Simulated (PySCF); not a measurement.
# Potential energy of ErC along the bond

Set-up: basis Er x2c-SVPall, C x2c-SVPall; spin-free X2C with a Gaussian nucleus; PySCF 2.14. Energies in eV from Er (4f12 6s2) + C in their ground configurations at the same level. State: Ms = 0 determinant of mixed spin, about 11.7 electrons in the 4f shell (Mulliken), real f orbitals that mix terms.

All columns are PBE0. A positive dipole means Er(−)C(+).

| R (Å) | E (eV) | μ (D) | Mulliken charge on Er (basis-dependent) | HOMO (eV) | LUMO (eV) | Mayer bond order | ⟨S²⟩ |
| --- | --- | --- | --- | --- | --- | --- | --- |
| 1.975 | -1.887 | -1.87 | 0.25 | -4.34 | -2.50 | 1.48 | 2.82 |
| 2.067 | -2.248 | -2.29 | 0.29 | -4.41 | -2.21 | 1.38 | 2.83 |
| 2.159 | -2.448 | -2.73 | 0.33 | -4.48 | -2.14 | 1.30 | 2.84 |
| 2.228 | -2.519 | -3.07 | 0.35 | -4.52 | -2.18 | 1.24 | 2.84 |
| 2.297 | -2.537 | -3.41 | 0.37 | -4.56 | -2.22 | 1.19 | 2.83 |
| 2.366 | -2.517 | -3.75 | 0.40 | -4.59 | -2.26 | 1.14 | 2.82 |
| 2.458 | -2.446 | -4.21 | 0.42 | -4.63 | -2.30 | 1.08 | 2.81 |
| 2.573 | -2.310 | -4.76 | 0.45 | -4.66 | -2.35 | 1.02 | 2.79 |
| 2.711 | -2.111 | -5.34 | 0.47 | -4.69 | -2.40 | 0.97 | 2.76 |
| 2.894 | -1.823 | -5.91 | 0.47 | -4.78 | -2.50 | 0.91 | 2.72 |

A fit through these points gives, at Re = 2.293 Å, μ = -3.39 D and dμ/dR = -4.99 D/Å; the reduced mass is 11.19 u.

Task: How strong is the fundamental in the double-harmonic approximation, I = 42.26·(dμ/dR)²/μred km/mol?

Result: I = 42.26·(-4.99)²/11.19 = 94.0 km/mol at PBE0.

These are scalar-relativistic numbers at best; spin–orbit coupling would shift them, the dissociation energy most. The state is the lowest single determinant that the PBE0 search found; with open d or f shells the true ground state can be another one.
